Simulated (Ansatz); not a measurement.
Calculated with Ansatz (gas phase, PBE0-D4/def2-TZVP geometries, no zero-point term in ΔE). CCSD(T)/CBS adds triple-zeta CCSD(T) − MP2 to the extrapolated MP2 energy (def2 sets, frozen cores). This one scheme is used for every species. Functionals use def2-TZVPP. B3LYP here is the variant with VWN-RPA as its local correlation; programs differ in this. Elements past krypton have def2 core potentials. For I outer-core shells are correlated without core-valence functions, which leaves a few kJ/mol of doubt a bond. Each species was taken in one conformer, which may not be the lowest.

`F[SiH](Cl)I` + `O[SiH](O)[SiH3]` → `F[SiH2]I` + `O[SiH](O)[SiH2]Cl`  (redistribution)

```tsv
level	ΔE (kJ/mol)
PBE-D4	16.5
r2SCAN-D4	15.1
B3LYP-D4	11.9
SCS-MP2/def2-TZVPP	10.8
```

Problem. What does CCSD(T)/CBS give? (Estimate.)

Solution. The calculation gave: +12.0 kJ/mol. The listed levels differ from it by 4.5, 3.1, -0.1, -1.2 kJ/mol.

Largest T1 diagnostic among the species: 0.013.

In def2-TZVPP, CCSD(T) changes the Hartree–Fock value by +11.7 kJ/mol (the triples alone add +2.0 kJ/mol) and MP2 by +11.9 kJ/mol.
